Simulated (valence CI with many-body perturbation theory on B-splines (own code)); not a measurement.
Run record, Er⁵⁴⁺

Calculated by relativistic CI+MBPT: four valence electrons over a frozen Dirac-Fock core [Ne], a basis of 11 s, 11 p, 9 d, 7 f, 5 g, 2 h, 1 i functions for each j, with the one-electron correlation potential Σ1 (screened to all orders), the two-electron term Σ2, the three-electron term Σ3, Breit, model QED; selected single and double excitations, second order for the rest (own B-spline code, finite nucleus).

Command, and the settings that its task file holds:

```sh
python run_cv.py task.json out
```

```
atom Er  Z=68  mass_number=166  rms_radius_fm=5.2516
core [Ne]
valence 3s2 3p2
avg = 1
basis = L
breit = 1
cap = 40000
capref = 1200
cscale = 1
de = 0.0
dress = 0
eps = 2e-08
h = 0.27
hh = 1
l2 = 3
lcore = 6
maxit = 60
n2 = 5
natural = 1
nlev = 60
nno = [7, 7, 6, 5, 4, 2, 1]
nroot = 26
nsp = [4, 4, 3, 2, 1, 0, 0]
pt2 = 1
qed = 1
rpa = 1
s1 = 1
s2 = 1
s3 = 1
screen = 1
tol = 2e-05
```

Question: Roughly how long does this run take on one core of Intel(R) Xeon(R) Platinum 8488C (Sapphire Rapids), and how much memory?

Answer: 3 min on 1 thread of Intel(R) Xeon(R) Platinum 8488C (Sapphire Rapids), on a shared host, peak memory 1.1 GiB.

Log. The first blocks belong to the next ion, which gives the ionisation energy. Fields: 2J, parity (1 odd), roots, reference size, generating configurations, candidates as configurations/state functions, variational space P, stored matrix elements, Davidson steps; e2 is the range of second-order energies in hartree. The first line gives the box (bohr), its intervals, the orbitals and the steps of their self-consistent field. Window is the range of levels sought, series limit the energy at which the first omitted orbital would enter, core excitation an estimate of the first excitation out of the core, left out the lowest levels not solved, and shifts from estimates the range by which levels moved from their first estimate, all in cm⁻¹.

```
rmax 2.1 intervals 56 orbitals 81 references ['3s2 3p2', '3s 3p3', '3s2 3p 3d', '3s 3p2 3d', '3s2 3d2'] scf 3 t 0.9
2J=1 par=1 roots 2 ref 37 generators 5 cand 5262/7988 P 1929/2865 nnz 1.5e+06 it 5
2J=1 par=1 roots 2 ref 37 generators 7 cand 3363/5160 P 2554/3839 nnz 2.3e+06 it 4
   second order: generators 12 cand 5677/8722 e2 -0.00001 -0.00001
reference levels 670, estimated 181, window 7358472 1/cm; series limit 32924545, core excitation 56107398
2J=0 par=0 roots 8 ref 39 generators 17 cand 15012/26355 P 5118/8000 nnz 4.3e+06 it 5
2J=0 par=0 roots 8 ref 39 generators 19 cand 11678/20894 P 10152/17088 nnz 1.7e+07 it 7
   second order: generators 27 cand 16787/34392 e2 -0.00003 -0.00000
2J=2 par=0 roots 10 ref 69 generators 14 cand 19115/76376 P 2526/7998 nnz 6e+06 it 7
2J=2 par=0 roots 10 ref 69 generators 17 cand 17463/70944 P 9882/39061 nnz 1e+08 it 9
   second order: generators 24 cand 24120/125973 e2 -0.00008 -0.00002
2J=4 par=0 roots 15 ref 97 generators 20 cand 20903/110823 P 2447/7998 nnz 6.2e+06 it 7
2J=4 par=0 roots 15 ref 97 generators 26 cand 19328/105420 P 9038/39992 nnz 1e+08 it 8
   second order: generators 37 cand 27099/202096 e2 -0.00048 -0.00012
2J=4 par=1 roots 9 ref 83 generators 18 cand 20899/110536 P 2350/7998 nnz 6.5e+06 it 5
2J=4 par=1 roots 9 ref 83 generators 21 cand 19286/105118 P 9326/39999 nnz 1.1e+08 it 7
   second order: generators 30 cand 22378/148805 e2 -0.00021 -0.00004
2J=2 par=1 roots 8 ref 72 generators 17 cand 19148/76723 P 2849/7995 nnz 6e+06 it 7
2J=2 par=1 roots 8 ref 72 generators 21 cand 17271/71299 P 9789/33948 nnz 7.3e+07 it 7
   second order: generators 28 cand 18850/94784 e2 -0.00013 -0.00002
2J=6 par=1 roots 5 ref 67 generators 13 cand 21131/123214 P 2452/7996 nnz 6e+06 it 5
2J=6 par=1 roots 5 ref 67 generators 18 cand 19465/117785 P 9132/39999 nnz 1.1e+08 it 5
   second order: generators 29 cand 24375/198996 e2 -0.00025 -0.00006
2J=0 par=1 roots 3 ref 28 generators 8 cand 14944/25998 P 5002/8000 nnz 5.2e+06 it 5
2J=0 par=1 roots 3 ref 28 generators 13 cand 11623/20526 P 7074/11607 nnz 9.3e+06 it 5
   second order: generators 16 cand 13349/24378 e2 -0.00005 -0.00001
2J=6 par=0 roots 10 ref 70 generators 11 cand 19651/117686 P 1966/7999 nnz 6.8e+06 it 8
2J=6 par=0 roots 10 ref 70 generators 14 cand 19873/117507 P 7564/39989 nnz 1.1e+08 it 9
   second order: generators 24 cand 27271/214095 e2 -0.00052 -0.00019
2J=8 par=1 roots 2 ref 41 generators 6 cand 17221/99384 P 2000/7999 nnz 7.3e+06 it 5
2J=8 par=1 roots 2 ref 41 generators 12 cand 18806/111229 P 6308/28657 nnz 6.8e+07 it 6
   second order: generators 17 cand 20350/149363 e2 -0.00019 -0.00006
2J=8 par=0 roots 5 ref 51 generators 9 cand 18556/111954 P 2399/8000 nnz 6.3e+06 it 5
2J=8 par=0 roots 5 ref 51 generators 15 cand 18516/111423 P 8065/39994 nnz 1.2e+08 it 9
   second order: generators 23 cand 24420/193822 e2 -0.00019 -0.00006
2J=10 par=0 roots 2 ref 19 generators 2 cand 8340/46743 P 1974/7999 nnz 9.5e+06 it 4
2J=10 par=0 roots 2 ref 19 generators 9 cand 15252/90369 P 4807/23241 nnz 6.2e+07 it 5
   second order: generators 10 cand 16816/127504 e2 -0.00008 -0.00006
left out: unestimated 10669709, estimated 8070228, shifts from estimates -12 to 162
operators 0.8
```

The Davidson iterations converged.

No measured spectrum was set against this ion. As an estimate, large intervals hold to a few tenths of a per cent, small ones and those within an open d or f shell to about a per cent.

- Valence energy: -819.6237 hartree
- Ionisation energy: 5331.3 eV (NIST: 5329 ± 5 eV (theoretical))
- Reference configurations for the orbitals: 3s2 3p2, 3s 3p3, 3s2 3p 3d, 3s 3p2 3d, 3s2 3d2
- Radial orbitals: 81
- Box radius: 2.084 bohr
- Largest variational space: 39999
- Lowest levels: (3s^2 3p1/2^2) J=0 0.00, (3s^2 3p1/2 3p3/2) J=1 230.02, (3s^2 3p1/2 3p3/2) J=2 238.51, (3s 3p1/2^2 3p3/2) J=2 377.06, (3s 3p1/2^2 3p3/2) J=1 402.64, (3s^2 3p1/2 3d3/2) J=2 427.88, (3s^2 3p1/2 3d3/2) J=1 465.99, (3s^2 3p3/2^2) J=2 474.82, (3s^2 3p3/2^2) J=0 493.23, (3s^2 3p1/2 3d5/2) J=2 499.19, (3s^2 3p1/2 3d5/2) J=3 500.04, (3s 3p1/2^2 3d3/2) J=1 578.48, (3s 3p1/2^2 3d3/2) J=2 584.84, (3s 3p1/2 3p3/2^2) J=2 [a] 601.30 eV

Levels are named by their leading jj configuration (3d3/2^4 stands for four electrons in 3d with j = 3/2), which in mixed levels can hold well under half, so a name can repeat and another be missing. Letters in brackets count levels of one name in rising energy.
